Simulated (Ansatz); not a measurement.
Program: Ansatz. Geometries: PBE0-D4/def2-TZVP. ΔE: electronic, gas phase. CCSD(T)/CBS is the MP2 limit (def2-TZVPP, def2-QZVPP) plus CCSD(T) − MP2 in def2-TZVPP, frozen cores. This one scheme is used for every species. Functionals use def2-TZVPP. One conformer a species, not always the lowest.

`C=C[Si](O)(O)[SiH3]` + H₂S → `C=C[Si](O)(O)S` + SiH₄  (cleavage of the Si–Si bond)

`C=C[Si](O)(O)[SiH3]`:

Cartesian coordinates in Å:
```
C -0.745 -1.998 -1.218
C 0.211 -1.095 -1.010
Si 0.279 -0.014 0.492
O -0.920 -0.593 1.466
O 1.762 -0.079 1.210
Si -0.016 2.265 0.024
H -1.542 -2.150 -0.496
H -0.770 -2.620 -2.109
H 0.986 -0.977 -1.767
H -1.101 -0.111 2.274
H 2.128 -0.952 1.371
H 0.009 3.068 1.280
H 1.053 2.772 -0.879
H -1.333 2.486 -0.636
```

H₂S:

Z-matrix (Å, degrees):
```
S
H 1 1.341
H 1 1.341 2 92.3
```

`C=C[Si](O)(O)S`:

```xyz
12

C    -1.754    0.676    1.018
C    -0.457    0.818    0.758
Si    0.495   -0.334   -0.325
O    -0.605   -1.425   -0.857
O     1.270    0.477   -1.526
S     2.077   -1.361    0.677
H    -2.327   -0.145    0.597
H    -2.293    1.367    1.660
H     0.077    1.653    1.211
H    -0.257   -2.218   -1.268
H     0.750    1.129   -2.000
H     3.023   -0.639    0.055
```

SiH₄:

```xyz
5

Si    0.000    0.000    0.000
H     0.108    1.473    0.153
H     1.231   -0.643    0.524
H    -0.162   -0.338   -1.437
H    -1.177   -0.492    0.760
```

```
        level  ΔE (eV)
      ωB97X-V    -0.79
      ωB97M-V    -0.85
       B2PLYP    -0.82
          PBE    -0.69
       r2SCAN    -0.81
         PBE0    -0.74
HF/def2-QZVPP    -0.89
 HF/CBS(def2)    -0.89
```

What does CCSD(T)/CBS give? (Best estimate.)

Ansatz gave: -0.81 eV. The listed levels differ from it by 0.02, -0.04, -0.01, 0.12, 0.00, 0.07, -0.08, -0.08 eV.

Largest T1 diagnostic among the species: 0.013.

From PBE to PBE0 (25 % exact exchange), in def2-TZVPP and without D4, ΔE moves by −0.05 eV.
